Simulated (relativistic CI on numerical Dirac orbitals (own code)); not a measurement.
# Cu³⁺ in a cubic cluster: 2p photoemission with charge transfer

Computed with a charge-transfer multiplet model of a cubic metal-ligand cluster with up to 2 ligand holes, Slater and spin-orbit integrals from Dirac-Coulomb-Breit ions, Slater integrals scaled by 0.9. The parameters are those of a tetrahedral site (10Dq negative, t2 hopping the larger). The ground state mixes d8 with configurations of k ligand holes L, whose averages lie at kΔ + k(k − 1)U_dd/2; a core hole lowers each added d electron by U_cd. 300 K, Lorentzian 0.6 eV and Gaussian 0.8 eV FWHM.

Atomic integrals in eV (Slater integrals scaled, ζ unscaled), ground: F2dd 12.450, F4dd 7.768, zeta_d 0.110; with the core hole: F2dd 13.965, F4dd 8.759, zeta_d 0.150, zeta_core 13.370, F2cd 8.509, G1cd 6.600, G3cd 3.757.

Cluster parameters (eV): U_dd = 6.6, U_cd = 7.7, 10Dq = -0.4, 10Dq(ligand) = 0, V(eg) = 1, V(t2g) = -1.7, final-state hopping factor = 0.8.

Weights, n_d and S are thermal averages at 300 K. Binding energies count from the first peak over 30 % of the highest in each spectrum, which can be another peak from case to case. The parameters are a model scan and need not match a compound or its usual spin state. Peaks in eV (height, largest 100): 0.0 (100), 4.0 (56), 7.7 (19), 9.2 (16), 22.2 (49), 26.0 (48), 28.9 (6).

**Question.** Which parameters give this spectrum?
A. Δ = 5.8 eV
B. Δ = 1.8 eV
C. Δ = 2.8 eV
D. Δ = -0.2 eV
E. Δ = 4.8 eV

**Answer.** E. Δ = 4.8 eV; the ground state then has 8.10 d electrons and S = 1.00. The choice follows from running the model for each set and comparing peak positions and heights.
